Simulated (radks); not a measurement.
Valence configurations of As IV (all share [Ar]). All-electron calculation, scalar-relativistic Kohn-Sham, r2SCAN, spin-polarised, spherical densities, finite nucleus; open shells are filled with parallel spins first; meta-GGA in the generalised Kohn-Sham scheme; Fermi nuclear charge, rms radius 4.0968 fm. Program: a radial shooting solver on a logarithmic mesh with Libxc functionals. Energies are relative to 3d10 4s2; eigenvalues in eV for spin up.

valence,E (eV),moment (Bohr magnetons),e(3d),e(4p),e(4s)
3d10 4s2,0.000,0,-75.921,-,-44.730
3d10 4s1 4p1,9.734,2,-77.463,-35.009,-47.262
3d10 4p2,21.899,2,-78.973,-35.688,-
3d9 4s2 4p1,46.667,2,-89.042,-36.711,-49.571
3d9 4s1 4p2,55.263,4,-90.323,-38.471,-51.552
3d8 4s2 4p2,100.59,4,-102.57,-40.253,-53.931
3d8 4s1 4p3,108.25,6,-103.65,-41.660,-55.542
3d7 4s2 4p3,162.25,6,-116.53,-43.513,-57.978

NIST lists [Ar] 3d10 4s2 as the ground configuration; this level of theory agrees among the configurations tried. The energies are those of spherical high-spin densities, not of single terms.
